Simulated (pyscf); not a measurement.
PySCF, gas phase, ωB97X-D3(BJ)/def2-SVP geometries. MP2 and CC: frozen core, UHF for open shells. ΔMP2 is the change of the MP2 total energy from the triple- to the quadruple-zeta basis.

SMILES: BNB
```xyz
8

B      0.6496    -0.9263    -0.2137
N      0.4899    -0.0657     0.9102
B     -0.6518     0.0016     1.7593
H     -0.2468    -1.6815    -0.5026
H      1.6766    -0.8821    -0.8524
H      1.2628     0.5578     1.1267
H     -0.6565     0.7814     2.6846
H     -1.5904    -0.7237     1.5341
```
Charge 0, spin multiplicity 1.

**Question.** How much does it cost (ΔH, 298 K, CCSD(T)/def2-TZVPP + ΔMP2(QZVPP)) to split `[BH2][NH][BH2]` at its B–N bond into BH₂• + [H₂B–NH]•?

**Answer.** B–N to BH₂• + [H₂B–NH]•: 137.9 kcal/mol. The radicals are drawn with the spin at the cut bond; how far it spreads was not checked. [H₂B–NH]• lies 8.3 kcal/mol over its isomer [HB–NH₂]•, and others may lie lower still (electronic energy, ωB97M-D3(BJ)). The CCSD(T) − MP2 part came from Ansatz, without density fitting, on the same reference.
